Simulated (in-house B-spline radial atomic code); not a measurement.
Lu⁺. Computed with a B-spline radial atomic code. Model: non-relativistic spherical atom: semilocal Troullier-Martins pseudo-atom, one channel per l, against all electrons, high spin, G0W0 and RPA with empty states to l = 8, local potential for every l without a channel, a model core (radius 0 = none) keeps its share of the functional.

Without relativity these are model numbers for so heavy an element.

What the tables leave out is listed at the end.

The pseudopotential gives back the lowest level of each angular momentum of its own functional in the configuration it was made in; a second state of the same l is only approximately right. Exact exchange, RPA and GW see the smooth pseudo-orbitals and miss the exchange with the core, for which the functional's share stands in. The column with an uncorrelated core keeps all orbitals and exact exchange, and so separates missing core correlation from pseudisation. Only the three outermost levels and the lowest empty one were computed. RPA here is direct RPA, with no exchange kernel, and its energies carry an (l + 1/2)⁻⁴ tail. A hybrid on a potential with a model core restores only its own semilocal share of the core's exchange.

Command:
```bash
python run_psgw.py task.json out
```
Settings (lengths in bohr, energies in hartree):
```
Z                      71
electrons              70
configuration          [Xe] 4f14 6s2
generated_in           [Xe] 4f14 6s2
functional             lda,vwn
core_shells            10
radius_factor          1.3
core_correction        True
ion_configuration      [Xe] 4f14 6s1
```

Cost of the run: 72 s on 1 thread of Arm Neoverse N1, with other jobs on the host.

Given: made with LDA VWN5; model core radius 0.684 bohr; local radius 1.873 bohr; mean-field start PBE0.

Valence shells of the generating configuration: 5p, 4f, 6s.

Channel: s 3.4, p 1.603, d 2.192, f 2.021 (radii in bohr).

Computed: largest level miss in the spin-unpolarised generating configuration 0 eV; valence RPA correlation energy pseudo -2.4329 hartree; all-electron RPA polarisability, core included 51.06 bohr³; pseudo-atom RPA polarisability 48.073 bohr³; ionisation by mean-field pseudo minus all 0.201 eV; ionisation by RPA all-electron 13.364 eV; ionisation by RPA pseudo minus all 0.37 eV.

```json
{"level": "6s", "occupied": "1", "mean-field all-electron (eV)": "-10.931", "mean-field pseudo minus all (eV)": "-0.169", "G0W0 all-electron (eV)": "-13.359", "G0W0 uncorrelated core minus all (eV)": "-0.004", "G0W0 pseudo minus all (eV)": "-0.411", "exchange self-energy all-electron (eV)": "-8.9053", "exchange self-energy pseudo (eV)": "-8.8789"}
```

(1) What is the valence RPA correlation energy all-electron orbitals?

(2) What is the ionisation by mean-field all-electron?

Answers

(1) -1.6247 hartree.

(2) 12.95 eV.

Among the listed levels the largest G0W0 shift of the pseudo-atom is -0.41 eV, for 6s on the PBE0 start, while leaving the core uncorrelated moves that level by 0.00 eV. So pseudisation and the lost core exchange, not the missing core correlation, make the error. Not in the tables (levels of low weight, unsolved or above zero; the highest and the empty levels are kept at any weight): the LDA start was refused, since an empty level lay at or below an occupied one; on PBE0 the G0W0 levels 4f (pseudo minus all +7.02 eV, weights 0.80 and 0.71), 5p (pseudo minus all +1.24 eV, weights -0.00 and 0.76), 5d (pseudo minus all +0.02 eV, weights 0.40 and 0.39); no Hartree-Fock pseudo-atom is run with a model core.
